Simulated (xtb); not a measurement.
A run for xtb: GFN1-xTB on C3H3NO (a complex), monomers drawn apart or pushed together.

```
$ xtb mol.xyz --gfn 1 --sp --chrg 0 --uhf 0
8

C      0.00458774     0.66494609     0.94823854
O     -0.17767880     0.06785849     0.01361153
C      0.47634073     0.56505806     5.04358034
C      0.25180302    -0.73920426     4.44309504
N      0.07437789    -1.76449409     3.95437737
H     -0.31411614     0.79144921     5.75959508
H      1.43550408     0.58108000     5.56174899
H      0.47985249     1.32799267     4.26464720
```

Output:

```
[...]
           -------------------------------------------------
          |                Calculation Setup                |
           -------------------------------------------------



molecular fragmentation (1/2 indicates fragments):
11222222
# atoms in fragment 1/2:     2     6
 fragment masses (1/2) :       28.01       41.05
CMA distance (Bohr)    :   7.956
constraining FC (au)   :  0.0500

           -------------------------------------------------
          |                 G F N 1 - x T B                 |
           -------------------------------------------------

        Reference                      10.1021/acs.jctc.7b00118
      * Hamiltonian:
        H0-scaling (s, p, d)           1.850000    2.250000    2.000000
        zeta-weighting                 0.000000
      * Dispersion:
        s8                             2.400000
        a1                             0.630000
        a2                             5.000000
        s9                             0.000000
      * Repulsion:
        kExp                           1.500000
        rExp                           1.000000
      * Coulomb:
        alpha                          2.000000
        third order                    atomic
        anisotropic                    false
      * Halogen bond correction:
        rad-scale                      1.300000
        damping                        0.440000


          ...................................................
          :                      SETUP                      :
          :.................................................:
          :  # basis functions                  26          :
          :  # atomic orbitals                  26          :
          :  # shells                           16          :
          :  # electrons                        26          :
          :  # halogen bonds                     0          :
          :  max. iterations                   250          :
          :  Hamiltonian                  GFN1-xTB          :
          :  restarted?                      false          :
          :  GBSA solvation                  false          :
          :  PC potential                    false          :
          :  electronic temp.          300.0000000     K    :
          :  accuracy                    1.0000000          :
          :  -> integral cutoff          0.2500000E+02      :
          :  -> integral neglect         0.1000000E-07      :
          :  -> SCF convergence          0.1000000E-05 Eh   :
          :  -> wf. convergence          0.2000000E-04 e    :
          :  Broyden damping             0.4000000          :
          :  net charge                          0          :
          :  unpaired electrons                  0          :
          ...................................................

 iter      E             dE          RMSdq      gap      omega  full diag
   1    -15.9568291 -0.159568E+02  0.750E+00    5.22       0.0  T
   2    -15.9691943 -0.123652E-01  0.449E+00    5.40       1.0  T
   3    -15.9651868  0.400750E-02  0.114E+00    5.29       1.0  T
   4    -15.9707710 -0.558414E-02  0.178E-01    5.36       1.0  T
   5    -15.9709189 -0.147874E-03  0.666E-02    5.37       1.0  T
   6    -15.9709336 -0.147870E-04  0.884E-03    5.36       4.0  T
   7    -15.9709341 -0.420095E-06  0.876E-04    5.37      40.4  T
   8    -15.9709341 -0.675741E-08  0.510E-04    5.37      69.4  T
   9    -15.9709341 -0.640338E-09  0.387E-05    5.37     914.6  T
  10    -15.9709341 -0.107541E-10  0.216E-06    5.37   16355.1  T

   *** convergence criteria satisfied after 10 iterations ***

         #    Occupation            Energy/Eh            Energy/eV
      -------------------------------------------------------------
         1        2.0000           -0.8453846             -23.0041
       ...           ...                  ...                  ...
         7        2.0000           -0.5871256             -15.9765
         8        2.0000           -0.5700816             -15.5127
         9        2.0000           -0.5691460             -15.4873
        10        2.0000           -0.4927248             -13.4077
        11        2.0000           -0.4918696             -13.3845
        12        2.0000           -0.4918481             -13.3839
        13        2.0000           -0.4699790             -12.7888 (HOMO)
        14                         -0.2728122              -7.4236 (LUMO)
        15                         -0.2727225              -7.4212
        16                         -0.2294615              -6.2440
        17                         -0.2293098              -6.2398
        18                         -0.1673816              -4.5547
       ...                                ...                  ...
        26                          1.2735668              34.6555
      -------------------------------------------------------------
                  HL-Gap            0.1971668 Eh            5.3652 eV
             Fermi-level           -0.3713956 Eh          -10.1062 eV

 SCC (total)                   0 d,  0 h,  0 min,  0.009 sec
 SCC setup                      ...        0 min,  0.000 sec (  1.679%)
 Dispersion                     ...        0 min,  0.000 sec (  0.950%)
 classical contributions        ...        0 min,  0.000 sec (  0.375%)
 integral evaluation            ...        0 min,  0.002 sec ( 23.095%)
 iterations                     ...        0 min,  0.003 sec ( 31.811%)
 molecular gradient             ...        0 min,  0.003 sec ( 39.995%)
 printout                       ...        0 min,  0.000 sec (  1.935%)

         :::::::::::::::::::::::::::::::::::::::::::::::::::::
         ::                     SUMMARY                     ::
         :::::::::::::::::::::::::::::::::::::::::::::::::::::
         :: total energy             -15.731368690109 Eh    ::
         :: gradient norm              0.010133903289 Eh/a0 ::
         :: HOMO-LUMO gap              5.365182596444 eV    ::
         ::.................................................::
         :: SCC energy               -15.970934065447 Eh    ::
         :: -> electrostatic           0.032439427689 Eh    ::
         :: repulsion energy           0.241505788789 Eh    ::
         :: dispersion energy         -0.001940413451 Eh    ::
         :: halogen bond corr.         0.000000000000 Eh    ::
         :: add. restraining           0.000000000000 Eh    ::
         :: total charge               0.000000000000 e     ::
         :::::::::::::::::::::::::::::::::::::::::::::::::::::

           -------------------------------------------------
          |                Property Printout                |
           -------------------------------------------------

    * Orbital Energies and Occupations

         #    Occupation            Energy/Eh            Energy/eV
      -------------------------------------------------------------
         1        2.0000           -0.8453846             -23.0041
         2        2.0000           -0.7536721             -20.5085
         3        2.0000           -0.6775239             -18.4364
         4        2.0000           -0.6693093             -18.2128
         5        2.0000           -0.6377250             -17.3534
         6        2.0000           -0.6377231             -17.3533
         7        2.0000           -0.5871256             -15.9765
         8        2.0000           -0.5700816             -15.5127
         9        2.0000           -0.5691460             -15.4873
        10        2.0000           -0.4927248             -13.4077
        11        2.0000           -0.4918696             -13.3845
        12        2.0000           -0.4918481             -13.3839
Note: The following floating-point exceptions are signalling: IEEE_DENORMAL
normal termination of xtb
        13        2.0000           -0.4699790             -12.7888 (HOMO)
        14                         -0.2728122              -7.4236 (LUMO)
        15                         -0.2727225              -7.4212
        16                         -0.2294615              -6.2440
        17                         -0.2293098              -6.2398
        18                         -0.1673816              -4.5547
        19                         -0.0951042              -2.5879
        20                         -0.0940289              -2.5587
        21                          0.1002956               2.7292
        22                          0.2477630               6.7420
        23                          0.2479984               6.7484
        24                          0.4035737              10.9818
       ...                                ...                  ...
        26                          1.2735668              34.6555
      -------------------------------------------------------------
                  HL-Gap            0.1971668 Eh            5.3652 eV
             Fermi-level           -0.3713956 Eh          -10.1062 eV

  Mulliken/CM5 charges         n(s)   n(p)   n(d)
     1C     0.28076  0.32594   1.552  2.168  0.000
     2O    -0.27905 -0.32427   1.732  4.547  0.000
     3C    -0.08789 -0.22781   1.004  3.084  0.000
     4C     0.20674  0.31462   1.070  2.723  0.000
     5N    -0.30187 -0.42795   1.672  3.630  0.000
     6H     0.06285  0.11547   0.937  0.000  0.000
     7H     0.06289  0.11551   0.937  0.000  0.000
     8H     0.05557  0.10849   0.944  0.000  0.000

Wiberg/Mayer (AO) data.
largest (>0.10) Wiberg bond orders for each atom

 ---------------------------------------------------------------------------
     #   Z sym  total        # sym  WBO       # sym  WBO       # sym  WBO
 ---------------------------------------------------------------------------
     1   6 C    2.430 --     2 O    2.426
     2   8 O    2.427 --     1 C    2.426
     3   6 C    3.996 --     4 C    1.059     8 H    0.963     6 H    0.963
                             7 H    0.963
     4   6 C    3.959 --     5 N    2.876     3 C    1.059
     5   7 N    3.005 --     4 C    2.876
     6   1 H    1.001 --     3 C    0.963
     7   1 H    1.001 --     3 C    0.963
     8   1 H    1.006 --     3 C    0.963
 ---------------------------------------------------------------------------

Topologies differ in total number of bonds
Writing topology from bond orders to xtbtopo.mol

 dipole moment from electron density (au)
     X       Y       Z
   0.2637   1.4520   0.7899  total (Debye):    4.254


           -------------------------------------------------
          | TOTAL ENERGY              -15.731368690109 Eh   |
          | GRADIENT NORM               0.010133903289 Eh/α |
          | HOMO-LUMO GAP               5.365182596444 eV   |
           -------------------------------------------------

------------------------------------------------------------------------
------------------------------------------------------------------------
 total:
 SCF:
```

The run finished.

Cost: very roughly 0.06 core-seconds.
